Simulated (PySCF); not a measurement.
SMILES CC(C)[NH][GaH2], singlet, GFN2-xTB optimised geometry.

```
15

Ga     1.26     0.72     0.00
H      0.48     2.06     0.00
H      2.81     0.72     0.00
N      0.52    -0.93     0.08
C     -0.87    -1.36    -0.01
C     -1.76    -0.13     0.12
C     -1.14    -2.07    -1.34
H      1.15    -1.72     0.04
H     -1.09    -2.06     0.81
H     -2.81    -0.41     0.12
H     -1.52     0.39     1.05
H     -1.56     0.54    -0.71
H     -2.18    -2.37    -1.41
H     -0.91    -1.40    -2.17
H     -0.52    -2.96    -1.43
```

Density from PBE0/def2-TZVP (PySCF) at that geometry.

Minimum of the electron density along straight lines between bonded atoms, close to the bond critical point (lines longer than 1.1 times the sum of covalent radii, or with two minima, are not listed):

```json
[
 {"bond": "Ga1–H2", "length / Å": "1.549", "ρ at the minimum / e bohr⁻³": "0.119", "∇²ρ there / e bohr⁻⁵": "0.15", "position (fraction from the first atom)": "0.60"},
 {"bond": "Ga1–H3", "length / Å": "1.553", "ρ at the minimum / e bohr⁻³": "0.118", "∇²ρ there / e bohr⁻⁵": "0.16", "position (fraction from the first atom)": "0.60"},
 {"bond": "Ga1–N4", "length / Å": "1.812", "ρ at the minimum / e bohr⁻³": "0.136", "∇²ρ there / e bohr⁻⁵": "0.60", "position (fraction from the first atom)": "0.48"},
 {"bond": "N4–C5", "length / Å": "1.458", "ρ at the minimum / e bohr⁻³": "0.266", "∇²ρ there / e bohr⁻⁵": "-0.69", "position (fraction from the first atom)": "0.60"},
 {"bond": "C5–C6", "length / Å": "1.523", "ρ at the minimum / e bohr⁻³": "0.251", "∇²ρ there / e bohr⁻⁵": "-0.64", "position (fraction from the first atom)": "0.50"},
 {"bond": "C5–C7", "length / Å": "1.531", "ρ at the minimum / e bohr⁻³": "0.247", "∇²ρ there / e bohr⁻⁵": "-0.62", "position (fraction from the first atom)": "0.50"},
 {"bond": "N4–H8", "length / Å": "1.018", "ρ at the minimum / e bohr⁻³": "0.333", "∇²ρ there / e bohr⁻⁵": "-1.57", "position (fraction from the first atom)": "0.73"},
 {"bond": "C5–H9", "length / Å": "1.102", "ρ at the minimum / e bohr⁻³": "0.278", "∇²ρ there / e bohr⁻⁵": "-0.96", "position (fraction from the first atom)": "0.64"},
 {"bond": "C6–H10", "length / Å": "1.087", "ρ at the minimum / e bohr⁻³": "0.279", "∇²ρ there / e bohr⁻⁵": "-0.96", "position (fraction from the first atom)": "0.64"},
 {"bond": "C6–H11", "length / Å": "1.092", "ρ at the minimum / e bohr⁻³": "0.277", "∇²ρ there / e bohr⁻⁵": "-0.94", "position (fraction from the first atom)": "0.64"},
 {"bond": "C6–H12", "length / Å": "1.093", "ρ at the minimum / e bohr⁻³": "0.276", "∇²ρ there / e bohr⁻⁵": "-0.93", "position (fraction from the first atom)": "0.64"},
 {"bond": "C7–H13", "length / Å": "1.087", "ρ at the minimum / e bohr⁻³": "0.279", "∇²ρ there / e bohr⁻⁵": "-0.96", "position (fraction from the first atom)": "0.64"},
 {"bond": "C7–H14", "length / Å": "1.090", "ρ at the minimum / e bohr⁻³": "0.278", "∇²ρ there / e bohr⁻⁵": "-0.95", "position (fraction from the first atom)": "0.64"},
 {"bond": "C7–H15", "length / Å": "1.088", "ρ at the minimum / e bohr⁻³": "0.278", "∇²ρ there / e bohr⁻⁵": "-0.95", "position (fraction from the first atom)": "0.64"}
]
```
